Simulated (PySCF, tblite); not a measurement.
Isomers of C7H11BO2. Level: GFN2-xTB in tblite, geometry and Hessian alike; calculated harmonic values, unscaled, isolated species. Against measured fundamentals such values can be off by several per cent, at times by over 20. Modes of hydrogen on boron can be 10 to 20 % off. One conformer each.

Electronic energies: PBE0-D3(BJ)/def2-SVP at its own geometries (PySCF, gas phase).

```tsv
SMILES	electronic energy, lowest = 0 (kJ/mol)
C#CB1OC[C@H](CCC)O1	162.1
C[C@H]1C=CCC(B(O)O)=C1	0.0
C=C(C)/C=C/[C@@H]1COBO1	134.7
```

**Question.** How do GFN2-xTB zero-point energies change the relative energies?

**Answer.** 
| SMILES | ZPE (kJ/mol) | of it from modes above 1550 cm⁻¹ | electronic (kJ/mol) | with ZPE, lowest = 0 (kJ/mol) | lowest mode (cm⁻¹) | rings |
| --- | --- | --- | --- | --- | --- | --- |
| C[C@H]1C=CCC(B(O)O)=C1 | 445.5 | 225.2 | 0.0 | 0.0 | 30 | 1 |
| C=C(C)/C=C/[C@@H]1COBO1 | 440.9 | 217.3 | 134.7 | 130.2 | 15i | 1 |
| C#CB1OC[C@H](CCC)O1 | 446.4 | 211.6 | 162.1 | 163.1 | 43 | 1 |

The zero-point energies span 5.5 kJ/mol, from `C=C(C)/C=C/[C@@H]1COBO1` to `C#CB1OC[C@H](CCC)O1`. Slightly imaginary modes are left out of the zero-point energy: `C=C(C)/C=C/[C@@H]1COBO1` 14.9i cm⁻¹. The order is unchanged.

**Question.** And how do the electronic energies of GFN2-xTB itself compare?

**Answer.** `C[C@H]1C=CCC(B(O)O)=C1` 0.0; `C=C(C)/C=C/[C@@H]1COBO1` 11.8; `C#CB1OC[C@H](CCC)O1` 72.9 kJ/mol, lowest = 0. Against the energies above, taken from the same isomer `C[C@H]1C=CCC(B(O)O)=C1`, the largest difference is 122.9 kJ/mol. The two levels were optimised apart and needn't hold the same conformer.
